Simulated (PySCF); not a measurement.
Isomers of C3H11B2N. Method used: PBE0-D3(BJ)/def2-SVP geometry optimisation, gas phase in PySCF. One conformer each; no zero-point energy, no entropy. No frequencies were run at this level. Point groups hold within 0.08 Å.

Problem. Rank from lowest to highest electronic energy at this level (kJ/mol).
A. `[BH2:1][CH2:2][B:3]([CH3:4])[NH:5][CH3:6]` with H–B1–C2–B3 82° and -93°, B1–C2–B3–C4 -98°, C2–B3–N5–C6 1°
B. `[BH2:1][NH:2][BH:3][CH2:4][CH2:5][CH3:6]` with B1–N2–B3–C4 178°, N2–B3–C4–C5 152°, B3–C4–C5–C6 176°

Solution. B (0.0), A (63.0).

| SMILES | E (Eh) | E rel (kJ/mol) | dipole (D) | point group | A, B, C (MHz) |
| --- | --- | --- | --- | --- | --- |
| BNBCCC | -225.01589 | 0.0 | 1.66 | C1 | 17711, 1171, 1132 |
| BCB(C)NC | -224.99189 | 63.0 | 2.13 | C1 | 3810, 2995, 1941 |

Problem. How do the relative energies change in single points at PBE0/pcSseg-1 (no added dispersion term) on the same geometries?

Solution. 
```
  SMILES  PBE0-D3(BJ)/def2-SVP (kJ/mol)  PBE0/pcSseg-1 (kJ/mol)  shift
  BNBCCC                            0.0                     0.0    0.0
BCB(C)NC                           63.0                    66.7   +3.7
```

Each column counts from its own lowest isomer. The order is unchanged; the largest shift is 3.7 kJ/mol.
